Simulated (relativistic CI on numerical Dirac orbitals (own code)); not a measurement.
**Calculated levels, Pt XLII**

Method of calculation: Dirac-Coulomb-Breit CI, orbitals from a KLI potential per configuration, model QED, unscaled Slater integrals (own radial code, finite nucleus).

Configurations in the expansion (outside the closed core [Ar] 3d10): 4s²4p⁶4d, 4s²4p⁶4f, 4s²4p⁵4d², 4s4p⁶4d², 4s²4p⁵4d4f, 4s4p⁶4d4f, 4s²4p⁶5s, 4s²4p⁶5p, 4p⁶4d³, 4p⁵4d⁴, 4p⁵4d³4f, 4s4p⁶4f², 4s4p⁵4f³, 4p⁶4f³. Double excitations out of closed p, d and f shells are left out; levels of such configurations are missing from the list, as are those of other unlisted configurations, and high levels can miss mixing partners.

The lowest level is 4s²4p⁶4d ²D3/2, with 100 % of that term; Hund's rules for 4s²4p⁶4d give ²D with J = 3/2, in agreement.

```csv
No.,Configuration,Term,J,E (10³ cm⁻¹),%,Next component (%),Landé g,Lifetime (s)
1,4s²4p⁶4d,²D,3/2,0.0,100,,0.794,
2,4s²4p⁶4d,²D,5/2,205.2,100,,1.195,1.08e-05
3,4s²4p⁵4d²,⁴D°,3/2,1347.5,44,24 ⁴F°,0.984,5.09e-10
4,4s²4p⁵4d²,⁴D°,1/2,1351.2,86,13 ²P°,0.117,1.63e-10
5,4s²4p⁵4d²,⁴F°,5/2,1378.0,36,22 ²D°,1.019,2.30e-10
6,4s²4p⁵4d²,²G°,7/2,1392.7,32,32 ⁴G°,1.021,3.26e-08
7,4s²4p⁵4d²,²P°,3/2,1460.4,27,27 ⁴P°,1.347,3.21e-09
8,4s²4p⁵4d²,⁴D°,5/2,1528.3,48,23 ⁴P°,1.295,7.13e-09
9,4s²4p⁵4d²,⁴G°,9/2,1554.9,71,17 ²G°,1.175,1.17e-05
10,4s²4p⁵4d²,⁴D°,7/2,1558.9,40,38 ⁴F°,1.272,1.61e-10
11,4s²4p⁵4d²,⁴D°,3/2,1578.0,43,36 ²D°,1.083,7.83e-11
12,4s²4p⁵4d²,⁴P°,5/2,1582.4,39,35 ²F°,1.213,2.48e-10
13,4s²4p⁵4d²,²H°,11/2,1592.7,62,38 ⁴G°,1.155,1.89e-03
14,4s²4p⁵4d²,²G°,7/2,1601.3,45,30 ²F°,1.065,3.28e-08
15,4s²4p⁵4d²,⁴P°,1/2,1619.6,33,30 ²S°,1.650,5.07e-08
16,4s²4p⁵4d²,²F°,7/2,1641.0,36,30 ⁴D°,1.160,4.54e-09
17,4s²4p⁵4d²,⁴D°,5/2,1645.9,42,40 ²D°,1.219,9.25e-11
18,4s²4p⁵4d²,⁴S°,3/2,1657.2,32,31 ²D°,1.406,1.54e-09
19,4s²4p⁵4d²,²G°,9/2,1664.5,58,22 ⁴F°,1.119,8.15e-05
20,4s²4p⁵4d²,²F°,5/2,1705.2,54,31 4s²4p⁶4f ²F°,0.876,4.01e-12
21,4s²4p⁵4d²,²D°,3/2,1759.2,37,31 ⁴F°,0.856,1.34e-12
22,4s²4p⁵4d²,⁴G°,11/2,1762.4,62,38 ²H°,1.199,6.93e-06
23,4s²4p⁵4d²,²F°,7/2,1783.8,41,33 ⁴D°,1.214,3.47e-11
24,4s²4p⁵4d²,²D°,5/2,1785.2,52,19 ²F°,1.209,1.60e-09
25,4s²4p⁵4d²,²G°,9/2,1806.6,47,42 ⁴F°,1.177,4.83e-06
26,4s²4p⁵4d²,²P°,1/2,1816.7,72,13 ⁴P°,0.869,1.53e-12
27,4s²4p⁵4d²,²P°,1/2,1852.2,54,28 ²S°,0.945,1.90e-12
28,4s²4p⁵4d²,²F°,7/2,1881.5,39,27 ⁴D°,1.182,5.56e-11
29,4s²4p⁵4d²,²P°,3/2,1927.5,60,23 ²D°,1.268,1.19e-09
30,4s²4p⁶4f,²F°,5/2,1990.3,46,20 4s²4p⁵4d² ²F°,0.928,6.02e-13
31,4s²4p⁵4d²,²P°,3/2,2006.0,46,16 ⁴S°,1.337,1.09e-12
32,4s²4p⁵4d²,²D°,5/2,2021.8,31,18 ⁴D°,1.084,8.81e-13
33,4s²4p⁶4f,²F°,7/2,2028.1,58,20 4s²4p⁵4d² ²G°,1.113,1.21e-12
34,4s²4p⁵4d²,²F°,5/2,2390.7,45,43 ⁴G°,0.760,7.04e-13
35,4s²4p⁵4d²,⁴G°,7/2,2541.1,47,24 ²G°,1.016,2.91e-10
36,4s²4p⁵4d²,²P°,1/2,2544.8,57,32 ⁴D°,0.600,3.99e-13
37,4s²4p⁵4d²,²D°,5/2,2551.7,29,19 ⁴F°,1.060,1.24e-11
38,4s²4p⁵4d²,⁴D°,3/2,2563.0,37,33 ²D°,1.027,2.71e-12
39,4s²4p⁵4d²,⁴P°,1/2,2573.5,45,29 ²S°,1.783,2.38e-10
40,4s²4p⁵4d²,²H°,9/2,2591.5,48,35 ²G°,1.032,5.92e-08
41,4s²4p⁵4d²,²D°,3/2,2607.9,61,13 ²P°,0.911,2.09e-13
42,4s²4p⁵4d²,⁴D°,7/2,2737.9,44,39 ²F°,1.281,7.72e-13
43,4s²4p⁵4d²,²D°,5/2,2752.7,52,18 ⁴D°,1.149,2.62e-13
44,4s²4p⁵4d²,²P°,3/2,2771.8,52,21 ²D°,1.190,3.49e-13
45,4s²4p⁵4d²,²F°,7/2,2779.4,54,34 ²G°,1.056,4.87e-13
46,4s²4p⁵4d²,²G°,9/2,2789.1,43,22 ²H°,1.109,5.54e-08
47,4s²4p⁵4d²,²P°,3/2,2792.4,35,23 ⁴S°,1.471,2.33e-12
48,4s²4p⁵4d²,²F°,5/2,2810.2,38,34 ²D°,1.100,1.06e-09
49,4s²4p⁵4d²,²P°,1/2,2888.3,80,14 ⁴D°,0.662,4.47e-11
50,4s²4p⁵4d4f,⁴F,3/2,3132.6,46,31 4s4p⁶4d² ⁴F,0.509,1.58e-11
51,4s²4p⁵4d4f,⁴G,5/2,3141.9,85,10 ²F,0.622,3.40e-11
52,4s²4p⁵4d4f,⁴F,5/2,3178.6,33,20 4s4p⁶4d² ⁴F,1.013,8.81e-12
53,4s²4p⁵4d4f,⁴G,7/2,3196.9,57,22 ⁴H,0.923,1.84e-11
54,4s²4p⁵4d4f,²I,11/2,3213.7,42,35 ⁴I,0.975,3.44e-11
55,4s²4p⁵4d4f,⁴P,1/2,3214.7,27,22 ⁴D,1.616,5.96e-12
56,4s²4p⁵4d4f,⁴D,1/2,3238.1,55,18 ⁴P,0.901,3.18e-12
57,4s²4p⁵4d4f,⁴H,9/2,3241.7,33,21 ²H,0.944,5.07e-11
58,4s²4p⁵4d4f,⁴D,3/2,3241.9,41,29 ⁴F,0.931,2.08e-12
59,4s²4p⁵4d4f,⁴F,5/2,3251.2,39,19 ⁴D,1.060,1.68e-12
60,4s²4p⁵4d4f,⁴G,7/2,3261.7,30,27 ²F,1.051,2.87e-12
61,4s²4p⁵4d4f,²G,7/2,3264.0,24,22 ⁴F,1.124,3.03e-12
62,4s²4p⁵4d4f,⁴G,9/2,3284.8,49,28 ⁴F,1.174,2.92e-12
63,4s²4p⁵4d4f,²H,11/2,3292.1,39,33 ⁴G,1.140,3.15e-12
64,4s²4p⁵4d4f,⁴I,13/2,3295.7,66,26 ²I,1.105,1.06e-11
65,4s²4p⁵4d4f,⁴D,7/2,3304.8,29,27 ⁴F,1.196,3.14e-12
66,4s²4p⁵4d4f,²F,5/2,3307.8,39,19 ²D,1.104,3.23e-12
67,4s²4p⁵4d4f,²H,9/2,3315.0,36,18 ⁴G,1.031,6.31e-12
68,4s²4p⁵4d4f,⁴P,3/2,3328.0,45,20 4s4p⁶4d² ⁴P,1.571,4.74e-12
69,4s²4p⁵4d4f,²H,9/2,3328.8,39,27 ²G,1.008,1.27e-12
70,4s²4p⁵4d4f,⁴G,7/2,3329.4,33,24 ²G,0.977,1.06e-12
```

Energies count from the lowest computed level; ° marks odd parity; lifetimes are radiative, by E1, M1, E2, M2, E3 decay to levels of this space only.

The mean weight of the leading LS term, summed over parents, in these 70 levels is 47 %, and that of the leading jj configuration (from the same eigenvectors) 85 %, so jj coupling describes them better and the LS labels are nominal.

At this charge energies of transitions that change n are usually good to better than 1 %, and those within a shell (Δn = 0) to a few per cent.

LS names give the leading component of a level, which can be under half, so a name can repeat, a term be missing and a line seem to break the LS rules.
